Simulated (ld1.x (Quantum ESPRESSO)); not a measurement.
## An all-electron radial function and its pseudo partner (sulfur)

Columns: radius, all-electron u(r) and pseudo u(r) of the 3s shell (level -22.14 eV) of sulfur in the configuration [Ne] 3s2 3p3.5; LDA (PZ), non-relativistic, RRKJ scheme, ld1.x (Quantum ESPRESSO) 7.5.

```csv
r (bohr),all-electron,pseudo
0.085,0.1627,0.0298
0.170,-0.1504,0.0611
0.255,-0.3671,0.0955
0.340,-0.4167,0.1347
0.425,-0.3418,0.1804
0.510,-0.1957,0.2342
0.595,-0.0193,0.2972
0.680,0.1601,0.3695
0.765,0.3263,0.4496
0.850,0.4711,0.5342
0.935,0.5908,0.6178
1.020,0.6851,0.6941
1.105,0.7554,0.7575
1.190,0.8040,0.8042
1.275,0.8335,0.8335
1.360,0.8469,0.8469
1.445,0.8470,0.8470
1.530,0.8363,0.8363
1.615,0.8170,0.8170
1.700,0.7912,0.7912
1.785,0.7605,0.7605
1.870,0.7265,0.7265
1.955,0.6903,0.6903
2.040,0.6528,0.6528
2.125,0.6149,0.6149
2.210,0.5771,0.5771
```

Q: How many radial nodes do the two functions have?

A: The all-electron 3s function has n − l − 1 = 2; the pseudo-wave has 0, since the states of the same l below it are removed with the core.

Q: At about which radius was the pseudo-wave matched?

A: 1.40 bohr. The columns agree to 0.0005 from 1.19 bohr on; several derivatives are matched, so the curves merge somewhat inside the radius.

Q: Is the pseudo-wave norm-conserving?

A: Yes: the RRKJ scheme keeps the norm inside the radius equal to the all-electron one, which fixes the energy derivative of the logarithmic derivative at the level.
